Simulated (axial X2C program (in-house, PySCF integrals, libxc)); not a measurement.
**TaCl: properties at the nuclei**

Computed with an axial X2C code built on PySCF integrals: two-component X2C with atomic mean-field Coulomb and Gaunt terms, Gaussian nuclei, basis Ta dyall-cv3z, Cl dyall-av3z with contracted cores.

R = 2.281 Å (near the PBE0 minimum at charge 0 of the determinant lowest at the starting distance; the state shown can have its own minimum elsewhere).

Determinant lowest in the PBE0 search, Ω = 1 (⟨Sz⟩ = 1.97, ⟨Lz⟩ = -0.97 at PBE0), spin on the atoms Ta 1.99, Cl -0.02:

```json
{"level": "PBE0", "Eeff magnitude (GV/cm)": "26.5", "Ws magnitude Ta (kHz)": "25.4", "A∥/gI Ta (MHz)": "4400", "qzz Ta (a.u.)": "1.07", "A∥/gI Cl (MHz)": "-35.5", "qzz Cl (a.u.)": "0.74", "μ (D)": "-2.83"}
{"level": "HF", "Eeff magnitude (GV/cm)": "20.8", "Ws magnitude Ta (kHz)": "19.7", "A∥/gI Ta (MHz)": "3790", "qzz Ta (a.u.)": "-0.49", "A∥/gI Cl (MHz)": "-24", "qzz Cl (a.u.)": "0.43", "μ (D)": "-3.12"}
{"level": "PBE50", "Eeff magnitude (GV/cm)": "26.1", "Ws magnitude Ta (kHz)": "25", "A∥/gI Ta (MHz)": "4340", "qzz Ta (a.u.)": "0.46", "A∥/gI Cl (MHz)": "-30.7", "qzz Cl (a.u.)": "0.68", "μ (D)": "-3.17"}
{"level": "PBE", "Eeff magnitude (GV/cm)": "26.3", "Ws magnitude Ta (kHz)": "25.2", "A∥/gI Ta (MHz)": "4440", "qzz Ta (a.u.)": "1.61", "A∥/gI Cl (MHz)": "-42.5", "qzz Cl (a.u.)": "0.78", "μ (D)": "-2.42"}
{"level": "B3LYP", "Eeff magnitude (GV/cm)": "37.7", "Ws magnitude Ta (kHz)": "36.5", "A∥/gI Ta (MHz)": "-1220", "qzz Ta (a.u.)": "1.58", "A∥/gI Cl (MHz)": "-37", "qzz Cl (a.u.)": "0.55", "μ (D)": "-1.03"}
```

Determinant 0.09 eV from it at PBE0 and this distance, Ω = 2 (⟨Sz⟩ = -0.95, ⟨Lz⟩ = 2.95 at PBE0), spin on the atoms Ta -0.96, Cl 0.01:

```
level  Eeff magnitude (GV/cm)  Ws magnitude Ta (kHz)  A∥/gI Ta (MHz)  qzz Ta (a.u.)  A∥/gI Cl (MHz)  qzz Cl (a.u.)  μ (D)
 PBE0                    10.8                    5.2             979          -3.60            42.2           0.77  -1.88
   HF                    77.2                   38.3             871          -5.99            42.6           0.57  -1.94
PBE50                    22.6                     11            1020          -4.54            39.2           0.74  -2.11
  PBE                    4.95                   2.33             959          -2.79            47.4           0.78  -1.53
B3LYP                    9.75                   4.76             991          -3.44            40.6           0.73  -1.83
```

Eeff is the effective electric field on the electron electric dipole moment in this Ω state and Ws the scalar–pseudoscalar constant of the nucleus named (defined with the proton number Z and per Ω); A∥ (defined per Ω) follows by multiplying with gI = μI/(I μN); qzz is the electric field gradient, eQq0 = 234.96 MHz × Q/barn × qzz; μ is positive if the Cl end (last atom) is positive. The operators were transformed with the bare-nucleus X2C matrices; with these basis sets, hyperfine constants and field gradients can be off by tens of per cent, and where levels differ in sign neither size nor sign is settled.

Q: With gI(35Cl) = 0.5479, Q(35Cl) = -0.08112 barn (g factors from the IAEA table of nuclear moments by Stone; Q from Pyykkö, Mol. Phys. 2018), turn the PBE0 values of the first state into constants in MHz.

A: A∥(35Cl) = -35.5 × 0.5479 = -19.5 MHz; eQq0(35Cl) = 234.96 × (-0.08112) × (0.74) = -14.1 MHz.

Each state is one determinant with collinear spin, which with several unpaired electrons need not be a pure state. Unrestricted Hartree–Fock can overshoot spin polarisation at the nuclei. In the state Ω = 1 the sign of Eeff differs between levels (B3LYP against PBE0). With several open shells hyperfine constants can be off by a factor of several. Where Eeff spreads by more than a factor of two the levels disagree and none is to be relied on. Open-shell Ω = 0 determinants with evenly filled partner blocks cannot be reached by this program, so the Ω shown need not be the lowest component. At B3LYP a later determinant lies lower. States lie within half an eV, so the first need not be the ground state. The sign of Ws at Ta differs between levels in the first state. Further determinants of the search, some of them spin-mixed, are not shown. Where a field gradient or hyperfine factor spreads by more than a factor of two over the levels, a constant derived from it is not to be relied on. PBE0 term energies can be off by some tenths of an eV.
